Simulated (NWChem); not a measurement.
Species: BH3Se2; SMILES [SeH]B[SeH]

```xyz
6

B      0.0000     0.0000    -0.8466
H      0.0000     0.0000    -2.0482
Se    -1.6630     0.0000     0.1240
H     -2.5124     0.0000    -1.0763
Se     1.6630     0.0000     0.1240
H      2.5124     0.0000    -1.0763
```
Atoms are numbered in this order, from 1.

Computed with NWChem. Pople sets run with spherical d functions. Structure relaxed at the PBE0/def2-SVP level.

Question: Taking B3LYP/6-311G** as the yardstick, which of these has the fewest basis functions while keeping “highest occupied level (eV)” within 0.2 eV of it: B3LYP/3-21G; B3LYP/STO-3G; B3LYP/6-31G*?

Answer: B3LYP/6-31G*.
```tsv
level	basis functions	highest occupied level (eV)	relative time (rough)
B3LYP/STO-3G	44	-4.45	1
B3LYP/3-21G	59	-6.59	1
B3LYP/6-31G*	84	-6.72	5
B3LYP/6-311G**	124	-6.82	6
```

The yardstick is one finite set, not the basis-set limit.
